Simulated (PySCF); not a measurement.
SMILES FCCF, singlet (PBE0/def2-SVP optimised geometry):

```
8

F      1.613    -0.716     0.000
C      0.245    -0.716     0.000
C     -0.245     0.716     0.000
F     -1.613     0.716     0.000
H     -0.125    -1.245    -0.895
H     -0.125    -1.245     0.895
H      0.125     1.245     0.895
H      0.125     1.245    -0.895
```

Method: PBE0/def2-TZVP run with PySCF.

What are the frontier orbital energies and the dipole moment?

HOMO-2 -10.43 eV, HOMO-1 -9.59 eV, HOMO -9.58 eV, LUMO 1.36 eV, LUMO+1 1.51 eV; dipole moment 0.00 D.

Meta-Löwdin charges at PBE0/def2-TZVP: F1 -0.31, C2 0.08, C3 0.08, F4 -0.31, H5 0.12, H6 0.12, H7 0.12, H8 0.12.
